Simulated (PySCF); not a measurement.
SMILES [SiH3]OCCc1ccccc1 (C8H12OSi) (GFN2-xTB optimised geometry):

```
22

Si    -0.287    -1.392     3.489
O     -0.918    -2.371     2.365
C     -1.981    -2.172     1.484
C     -1.479    -1.902     0.059
C     -0.710    -0.614     0.000
C     -1.381     0.603    -0.002
C     -0.679     1.795    -0.002
C      0.706     1.784     0.001
C      1.382     0.577     0.000
C      0.678    -0.614     0.000
H      0.788    -2.256     3.951
H      0.177    -0.112     2.950
H     -1.279    -1.099     4.531
H     -2.586    -3.087     1.491
H     -2.610    -1.338     1.816
H     -0.841    -2.734    -0.244
H     -2.346    -1.861    -0.604
H     -2.463     0.615    -0.005
H     -1.213     2.734    -0.003
H      1.254     2.715     0.004
H      2.463     0.563     0.003
H      1.210    -1.555     0.007
```

Calculation: PBE0/def2-SVP (PySCF 2.14.0).

What are the frontier orbital energies and the dipole moment?

HOMO-2 -7.95 eV, HOMO-1 -7.31 eV, HOMO -7.02 eV, LUMO -0.14 eV, LUMO+1 -0.06 eV; dipole moment 1.09 D.

Meta-Löwdin charges at PBE0/def2-SVP: Si1 0.74, O2 -0.61, C3 0.05, C4 -0.19, C5 0.02, C6 -0.12, C7 -0.10, C8 -0.11, C9 -0.10, C10 -0.12, H11 -0.11, H12 -0.12, H13 -0.13, H14 0.10, H15 0.08, H16 0.10, H17 0.10, H18 0.10, H19 0.11, H20 0.11, H21 0.11, H22 0.11.
